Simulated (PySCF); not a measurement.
C₃H₉ClGe, charge -1, doublet, at a GFN2-xTB geometry (a state made from the parent by changing its charge; the spin is typed, not shown lowest); M062X/6-31G (PySCF).

PySCF was given this input:
```python
from pyscf import gto, scf, dft

mol = gto.Mole()
mol.atom = '''
    C    -0.96925094    1.64446972   -1.61722495
    Ge   -0.14528057    0.32384413   -0.16067154
    C     1.43507383   -0.35473255   -1.26856155
    C    -1.44305596   -1.23333830   -0.43702018
    Cl    0.80727249   -0.60480347    2.15509564
    H    -1.07320950    1.10152280   -2.55072330
    H    -1.94750321    2.00589484   -1.31318889
    H    -0.32297419    2.50181430   -1.78254337
    H     1.92826762   -1.17571004   -0.75874842
    H     1.07953483   -0.70629199   -2.23537789
    H     2.17100011    0.42823066   -1.43890885
    H    -1.48664574   -1.48966911   -1.49396403
    H    -2.44791304   -0.98178347   -0.10442512
    H    -1.11181246   -2.10375431    0.11958318
'''
mol.basis = '6-31g'
mol.charge = -1
mol.spin = 1
mol.verbose = 4
mol.build()

mf = dft.UKS(mol)
mf.xc = 'm062x'
mf.grids.atom_grid = (30, 110)
mf.kernel()
```

What the program printed (banner, timings and long lists left out):

```
PySCF version 2.14.0

[INPUT] verbose = 4
[INPUT] num. atoms = 14
[INPUT] num. electrons = 77
[INPUT] charge = -1
[INPUT] spin (= nelec alpha-beta = 2S) = 1
[INPUT] symmetry False subgroup None
[INPUT] Mole.unit = angstrom
[INPUT] Symbol           X                Y                Z      unit          X                Y                Z       unit  Magmom
[INPUT]  1 C     -0.969250940000   1.644469720000  -1.617224950000 AA   -1.831618822577   3.107597390940  -3.056112237313 Bohr   0.0
[INPUT]  2 Ge    -0.145280570000   0.323844130000  -0.160671540000 AA   -0.274540488521   0.611976712748  -0.303625206612 Bohr   0.0
[INPUT]  3 C      1.435073830000  -0.354732550000  -1.268561550000 AA    2.711896507231  -0.670347366969  -2.397233901654 Bohr   0.0
[INPUT]  4 C     -1.443055960000  -1.233338300000  -0.437020180000 AA   -2.726980546821  -2.330671605937  -0.825848451108 Bohr   0.0
[INPUT]  5 Cl     0.807272490000  -0.604803470000   2.155095640000 AA    1.525523913996  -1.142912917487   4.072540531844 Bohr   0.0
[INPUT]  6 H     -1.073209500000   1.101522800000  -2.550723300000 AA   -2.028072029281   2.081576411964  -4.820168456547 Bohr   0.0
[INPUT]  7 H     -1.947503210000   2.005894840000  -1.313188890000 AA   -3.680247693611   3.790591882278  -2.481567351922 Bohr   0.0
[INPUT]  8 H     -0.322974190000   2.501814300000  -1.782543370000 AA   -0.610332764403   4.727743841520  -3.368518774459 Bohr   0.0
[INPUT]  9 H      1.928267620000  -1.175710040000  -0.758748420000 AA    3.643897696667  -2.221769977501  -1.433826711246 Bohr   0.0
[INPUT] 10 H      1.079534830000  -0.706291990000  -2.235377890000 AA    2.040025170629  -1.334698425074  -4.224251997008 Bohr   0.0
[INPUT] 11 H      2.171000110000   0.428230660000  -1.438908850000 AA    4.102595624301   0.809238665542  -2.719143644713 Bohr   0.0
[INPUT] 12 H     -1.486645740000  -1.489669110000  -1.493964030000 AA   -2.809353292851  -2.815066634125  -2.823182856652 Bohr   0.0
[INPUT] 13 H     -2.447913040000  -0.981783470000  -0.104425120000 AA   -4.625885222351  -1.855301871925  -0.197334877325 Bohr   0.0
[INPUT] 14 H     -1.111812460000  -2.103754310000   0.119583180000 AA   -2.101021051279  -3.975519479273   0.225979459305 Bohr   0.0

nuclear repulsion = 441.166006054102
number of shells = 51
number of NR pGTOs = 238
number of NR cGTOs = 85
basis = 6-31g
ecp = {}

******** <class 'pyscf.dft.uks.UKS'> ********
method = UKS
initial guess = minao
damping factor = 0
level_shift factor = 0
DIIS = <class 'pyscf.scf.diis.CDIIS'>
diis_start_cycle = 1
diis_space = 8
diis_damp = 0
SCF conv_tol = 1e-09
SCF conv_tol_grad = None
SCF max_cycles = 50
direct_scf = True
direct_scf_tol = 1e-13
number electrons alpha = 39  beta = 38
XC library pyscf.dft.libxc version 7.1.2
    S. Lehtola, C. Steigemann, M. J. T. Oliveira, and M. A. L. Marques,  SoftwareX 7, 1–5 (2018)
XC functionals = m062x
    Y. Zhao and D. G. Truhlar,  Theor. Chem. Acc. 120, 215 (2008)
    Y. Zhao and D. G. Truhlar,  Theor. Chem. Acc. 120, 215 (2008)
radial grids:
    Treutler-Ahlrichs [JCP 102, 346 (1995); DOI:10.1063/1.469408] (M4) radial grids

becke partition: Becke, JCP 88, 2547 (1988); DOI:10.1063/1.454033
pruning grids: <function nwchem_prune>
grids dens level: 3
symmetrized grids: False
atomic radii adjust function: <function treutler_atomic_radii_adjust>
User specified grid scheme (30, 110)
small_rho_cutoff = 0
Set gradient conv threshold to 3.16228e-05
tot grids = 34464
init E= -2655.4912379526

cycle= 1 E= -2656.27266171044  delta_E= -0.781  |g|= 0.358  |ddm|= 2.26
cycle= 2 E= -2656.3073210841  delta_E= -0.0347  |g|= 0.29  |ddm|= 0.846
cycle= 3 E= -2656.35498542118  delta_E= -0.0477  |g|= 0.0231  |ddm|= 0.351
cycle= 4 E= -2656.35539187437  delta_E= -0.000406  |g|= 0.0134  |ddm|= 0.0726
cycle= 5 E= -2656.35548991841  delta_E= -9.8e-05  |g|= 0.00233  |ddm|= 0.0231
cycle= 6 E= -2656.35549991948  delta_E= -1e-05  |g|= 0.000981  |ddm|= 0.0108
cycle= 7 E= -2656.35550182933  delta_E= -1.91e-06  |g|= 0.000477  |ddm|= 0.00543
cycle= 8 E= -2656.35550207387  delta_E= -2.45e-07  |g|= 0.000159  |ddm|= 0.00133
cycle= 9 E= -2656.35550212292  delta_E= -4.91e-08  |g|= 4.3e-05  |ddm|= 0.000693
cycle= 10 E= -2656.35550212516  delta_E= -2.24e-09  |g|= 3.01e-05  |ddm|= 0.000133
cycle= 11 E= -2656.35550212582  delta_E= -6.53e-10  |g|= 6.47e-06  |ddm|= 5.06e-05
Extra cycle  E= -2656.35550212586  delta_E= -4.59e-11  |g|= 4.56e-06  |ddm|= 1.97e-05
converged SCF energy = -2656.35550212586  <S^2> = 0.75344607  2S+1 = 2.0034431
```
